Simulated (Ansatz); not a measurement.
Cartesian coordinates in Å:
```
N -1.679 -0.640 0.563
Si -0.740 0.480 1.454
O 0.617 0.924 0.637
Si 1.520 0.276 -0.542
N 0.619 0.183 -1.977
Cl 2.149 -1.580 0.149
H -2.577 -0.390 0.186
H -1.582 -1.633 0.687
H -0.304 -0.119 2.737
H -1.549 1.704 1.652
H 2.744 1.062 -0.769
H 1.081 -0.031 -2.847
H -0.298 -0.236 -1.930
```

Total charge 0; spin multiplicity 1.

(1) List the B3LYP/def2-TZVPP orbital energies in eV (Ansatz). (Estimate.)

## Answers

(1) Computed: Occupied: -2761.97, -1800.27, -1799.62, -520.47, -389.29, -389.16, -256.73, -195.74, -195.63, -195.62, -144.59, -144.01, -99.96, -99.91, -99.88, -99.36, -99.34, -99.32, -27.30, -23.45, -23.43, -22.06, -15.91, -14.05, -13.88, -13.76, -12.43, -11.67, -11.42, -10.69, -10.11, -9.58, -8.96, -8.65, -8.51, -7.70, -7.52. Lowest empty: 0.18, 0.77, 0.92, 1.45, 1.59, 2.03, 2.16, 2.30.

B3LYP here is the variant with VWN-RPA as its local correlation; programs differ in this.
